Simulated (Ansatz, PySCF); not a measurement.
Zn(OH) (HOZn), SMILES [OH][Zn+], charge +1. Atoms are numbered in the order given.

```xyz
3

Zn    -0.0213     0.4329     0.0000
O      0.1357    -1.3314     0.0000
H     -0.7186    -1.7982     0.0000
```
Charge +1, spin multiplicity 1.

The structure is a stationary point at B3LYP-D3(BJ)/def2-TZVP. The spin state was assumed, not searched. The isomer is the one that the SMILES or the coordinates give; other isomers of the formula were not compared.

Two levels are set side by side: PBE-D3(BJ)/def2-TZVP (Ansatz, a first-principles code) and B3LYP-D3(BJ)/def2-TZVP (Ansatz). Each level has its own optimised geometry; the coordinates shown are those of the second. Frequencies come from the Hessian of PySCF at each geometry. Differences are taken from unrounded values.

| quantity | B3LYP-D3(BJ) |
|---|---|
| mean bond length (Å) | 1.372 |
| bond Zn1–O2 (Å) | 1.771 |
| bond O2–H3 (Å) | 0.974 |
| highest harmonic wavenumber (cm⁻¹) | 3712 |
| mean harmonic wavenumber (cm⁻¹) | 1758 |
| zero-point energy (kcal/mol) | 7.54 |

Task: What does PBE-D3(BJ) give, and how far is it from B3LYP-D3(BJ)? (The exact figures need the calculation; the answer reports its results.)

Result: 
```json
[
 {"quantity": "mean bond length (Å)", "PBE-D3(BJ)": "1.380", "PBE-D3(BJ) minus B3LYP-D3(BJ)": "0.008"},
 {"quantity": "bond Zn1–O2 (Å)", "PBE-D3(BJ)": "1.777", "PBE-D3(BJ) minus B3LYP-D3(BJ)": "0.006"},
 {"quantity": "bond O2–H3 (Å)", "PBE-D3(BJ)": "0.984", "PBE-D3(BJ) minus B3LYP-D3(BJ)": "0.010"},
 {"quantity": "highest harmonic wavenumber (cm⁻¹)", "PBE-D3(BJ)": "3599", "PBE-D3(BJ) minus B3LYP-D3(BJ)": "-113"},
 {"quantity": "mean harmonic wavenumber (cm⁻¹)", "PBE-D3(BJ)": "1714", "PBE-D3(BJ) minus B3LYP-D3(BJ)": "-44"},
 {"quantity": "zero-point energy (kcal/mol)", "PBE-D3(BJ)": "7.35", "PBE-D3(BJ) minus B3LYP-D3(BJ)": "-0.19"}
]
```

GGA bonds tend to be longer and softer than those of functionals with exact exchange. Differences between two approximate levels are no errors against the true value.
